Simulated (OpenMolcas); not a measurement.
A calculation on O IV.

```yaml
Program: OpenMolcas 26.06
Method: "SS-CASPT2, IPEA 0.25 Eh, imaginary shift 0.1 Eh (closed shells correlated: 1s)"
Basis: ANO-RCC-VTZP [4s3p2d1f]
Scalar_Hamiltonian: DKH2, point nucleus
Active_space: 3 electrons in 8 orbitals (2s 2p 3s 3p)
State_averaging: 2S+1 = 4 odd, 1 root; 2S+1 = 2 odd, 11 roots; 2S+1 = 4 even, 3 roots; 2S+1 = 2 even, 9 roots
Spin-orbit_coupling: RASSI with atomic mean-field integrals over the reference wave functions, term energies averaged over their components
```

Question: Which level of the active space comes out lowest?

Answer: 2s2 2p 2P* 1/2, with 100 % of that term; it is also the measured ground level.

Question: How high does 2p3 4S* 3/2 lie?

Answer: 28.680 eV above the lowest level; measured 28.7070 eV above the ground level, so the calculation is off by 0 %.

Question: How high does 2p3 2D* 5/2 lie?

Answer: 31.885 eV above the lowest level; measured 31.6353 eV above the ground level, so the calculation is off by +1 %.

Question: How high does 2s2 2p 2P* 3/2 lie?

Answer: 0.0466 eV above the lowest level; measured 0.0478 eV above the ground level, so the calculation is off by -3 %.

Measured values: Moore, Selected Tables of Atomic Spectra, NSRDS-NBS 3, section 10.

CASPT2 does not keep the components of a term degenerate, so their means are used; among the terms shown or strongly mixed into the levels shown the widest spread is 55 cm-1 (2p3 2D*). Active for correlation alone: 3p 3s; no level in the range computed is led by a configuration that fills them, so any true level of that kind is missing. Computed and measured levels are paired by configuration, term and J; levels that our copy of the source lacks, or whose pairing is in doubt (as where it misses far off the trend of its configuration), stay unpaired and out of the deviations. Only configurations of the active space appear.

* marks odd parity.
